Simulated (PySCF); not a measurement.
# `N#CC[Si@H]([SiH3])[SiH2]O[SiH3]`: 4 charge schemes on one density

Compound: C₂H₁₁NOSi₄.
Cartesian coordinates in Å at the GFN2-xTB level; atoms count from 1:
```
atom  x, y, z in Å
N1    -2.7970   -1.3722   -2.2201
C2    -2.5266   -1.5484   -1.1206
C3    -2.1487   -1.7192    0.2396
Si4   -0.7405   -0.4637    0.7143
Si5   -1.6162    1.6974    0.5853
Si6    1.1337   -0.9634   -0.5467
O7     2.0719    0.3193   -0.1991
Si8    3.3956    1.2450   -0.1107
H9    -1.8127   -2.7461    0.3873
H10   -3.0214   -1.5553    0.8716
H11   -0.5506   -0.8374    2.1420
H12   -0.5401    2.6795    0.4299
H13   -2.5367    1.8530   -0.5446
H14   -2.3675    2.0951    1.7845
H15    1.9076   -2.1626   -0.1900
H16    0.9624   -0.9799   -2.0022
H17    2.8702    2.6066   -0.0812
H18    4.0704    0.8723    1.1308
H19    4.2363    0.9891   -1.2774
```

Density: PBE0/pcSseg-1 (PySCF); schemes: Mulliken, IAO, Hirshfeld and ESP-fitted. Isolated species at its GFN2-xTB geometry (one conformer only).

Atoms with like bonding are taken together and averaged. For which atoms does the sign change between the 4 schemes (beyond +0.03 e in one, beyond −0.03 e in another)?

For none.

Do the Mulliken, IAO, Hirshfeld and ESP-fitted schemes agree on where the charge is lowest?

The schemes don't all agree: Mulliken O7 (-0.736); IAO O7 (-0.899); Hirshfeld O7 (-0.306); ESP-fitted C3 (-0.536).

What partial charge does each atom carry?

In e; atoms taken as equivalent share a row and are averaged (×n: the atom named and its like, n in all):

| atom | environment | Mulliken | IAO | Hirshfeld | ESP-fitted |
| --- | --- | --- | --- | --- | --- |
| N1 | nitrile nitrogen | -0.248 | -0.269 | -0.240 | -0.508 |
| C2 | nitrile carbon | +0.033 | +0.135 | +0.071 | +0.436 |
| C3 | sp3 carbon bound to silicon | -0.492 | -0.555 | -0.134 | -0.536 |
| Si4 | SiH silicon | +0.008 | +0.298 | +0.200 | +0.231 |
| Si5 | SiH3 silicon | +0.258 | +0.304 | +0.224 | +0.185 |
| Si6 | oxygen-bound silicon | +0.722 | +0.762 | +0.327 | +0.466 |
| O7 | siloxane oxygen | -0.736 | -0.899 | -0.306 | -0.437 |
| Si8 | oxygen-bound silicon | +0.740 | +0.892 | +0.396 | +0.600 |
| H9 | methylene hydrogen | +0.194 | +0.187 | +0.066 | +0.189 |
| H10 | methylene hydrogen | +0.195 | +0.188 | +0.066 | +0.200 |
| H11 | Si–H hydrogen | +0.008 | -0.084 | -0.073 | -0.091 |
| H12/H13/H14 | Si–H hydrogen | -0.044 | -0.088 | -0.068 | -0.055 |
| H15 | Si–H hydrogen | -0.101 | -0.131 | -0.079 | -0.108 |
| H16 | Si–H hydrogen | -0.079 | -0.123 | -0.076 | -0.089 |
| H17/H18/H19 | Si–H hydrogen | -0.123 | -0.147 | -0.080 | -0.124 |

Mean size of the charges over all atoms: IAO 0.291 e, ESP-fitted 0.243 e, Mulliken 0.227 e, Hirshfeld 0.142 e. Each set sums to the total charge, 0, to within 0.001 e. The Hirshfeld scheme weights the molecular density at each point by an atom's share of the summed free-atom densities.

Sum the charges by element, for elements with more than one atom.

```tsv
element	atoms	Mulliken	IAO	Hirshfeld	ESP-fitted
C	2	-0.459	-0.421	-0.063	-0.100
Si	4	+1.727	+2.255	+1.148	+1.482
H	11	-0.284	-0.666	-0.539	-0.437
```

How closely do the schemes follow one another over all atoms?

Correlation coefficient and root-mean-square difference: Mulliken with IAO 0.98, 0.095 e; IAO with Hirshfeld 0.95, 0.233 e; Hirshfeld with ESP-fitted 0.91, 0.160 e; Mulliken with Hirshfeld 0.91, 0.188 e; IAO with ESP-fitted 0.91, 0.172 e; Mulliken with ESP-fitted 0.88, 0.158 e.

How many electrons does the ESP-fitted scheme count on N1?

Z − q = 7 − (-0.508) = 7.508.

These values come from a run that also computed NMR shieldings. Hardware: an Arm Neoverse V1 with one thread (shared host). Cost: 70 s, 1.0 GiB resident at most.
